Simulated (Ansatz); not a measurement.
`[Br][GeH2][Br]` + `CCCC` → `[GeH3][Br]` + `CCCCBr` at 298.15 K and 1 bar (formal exchange of groups at a Ge–Br bond).

Computed with Ansatz on PBE0-D4/def2-TZVP structures; ΔE is electronic, products minus reactants. CCSD(T)/CBS adds triple-zeta CCSD(T) − MP2 to the extrapolated MP2 energy (def2 sets, frozen cores). For Br, Ge outer-core shells are correlated without core-valence functions, which leaves a few kJ/mol of doubt a bond. Scalar relativity is left out up to krypton. One conformer a species, not always the lowest.

```csv
species,CCSD(T)/CBS energy (Eh),H − E (kJ/mol),S (J/(mol·K))
`[Br][GeH2][Br]`,-7224.02757,62.2,324.3
`CCCC`,-158.24160,364.2,300.4
`[GeH3][Br]`,-4651.26096,75.7,275.6
`CCCCBr`,-2730.96075,343.5,348.3
```

H − E and S are ideal-gas, rigid-rotor, harmonic terms from PBE0-D4/def2-TZVP, for one conformer and one mirror image of each species. 1 Eh = 2625.50 kJ/mol, R = 8.31446 J/(mol·K).

Problem. By hand: ΔE, ΔH, ΔS and ΔG.

Solution. ΔE = (-4651.26096) + (-2730.96075) − (-7224.02757) − (-158.24160) = 0.04746 Eh = 124.6 kJ/mol. Δ(H − E) = 75.7 + 343.5 − 62.2 − 364.2 = -7.2, so ΔH = 117.4 kJ/mol. ΔS = 275.6 + 348.3 − 324.3 − 300.4 = -0.8 J/(mol·K). ΔG = 117.4 − 298.15 × (-0.8)/1000 = 117.6 kJ/mol.

Problem. By hand: the equilibrium constant, and the temperature at which ΔG would vanish if ΔH and ΔS stayed fixed.

Solution. log₁₀ K = −ΔG/(RT ln 10) = -20.6. ΔH and −TΔS have one sign here, so there is no such temperature.

The number of gas molecules stays the same, so ΔS is small and ΔH decides. A doubt of 5 kJ/mol in ΔE shifts log₁₀ K by 0.9 here. Other conformers and mirror images would add mixing entropy, several J/(mol·K) or more a flexible species. These are equilibria of isolated gas molecules and say nothing of rates. Largest T1 diagnostic: 0.009 (customary marks: 0.02 for closed shells, 0.045 for open ones).

ΔS is within the doubt of such terms, so its sign, and with it that verdict, could turn.
